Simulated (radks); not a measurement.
Initial-state core-level shifts of neutral antimony when its valence configuration changes from [Kr] 4d10 5s2 5p3. Method: scalar-relativistic Kohn-Sham, r2SCAN, spin-polarised, spherical densities, finite nucleus; open shells are filled with parallel spins first (spin-orbit coupling, left out, can overturn this in heavy ions); meta-GGA in the generalised Kohn-Sham scheme; Fermi nuclear charge, rms radius 4.6802 fm; computed with a radial shooting solver on a logarithmic mesh with Libxc functionals. Shifts are changes of the shell-averaged eigenvalues in eV (positive: less bound); the change of the density at the nucleus, which sets a Mossbauer isomer shift, is in e/bohr^3, on a base of 2.15e+05.

valence               2s       3p       3d       4s  density at nucleus
4d10 5s1 5p4      -1.602   -1.620   -1.619   -1.618              -47.47
4d8 5s2 5p5      -18.107  -17.397  -17.529  -14.550              +43.27
4d9.5 5s2 5p3.5   -4.490   -4.339   -4.368   -3.720               +9.96
4d9 5s1 5p5      -10.489  -10.183  -10.244   -8.862              -30.15
4d9.5 5s1 5p4.5   -6.036   -5.901   -5.929   -5.269              -38.93
4d9 5s2 5p4       -8.996   -8.677   -8.737   -7.378              +20.57
4d8.5 5s2 5p4.5  -13.532  -13.026  -13.121  -10.985              +31.70
4d8.5 5s1 5p5.5  -14.978  -14.484  -14.579  -12.413              -21.12
4d9.5 5s0.5 5p5   -6.840   -6.710   -6.738   -6.066              -64.73
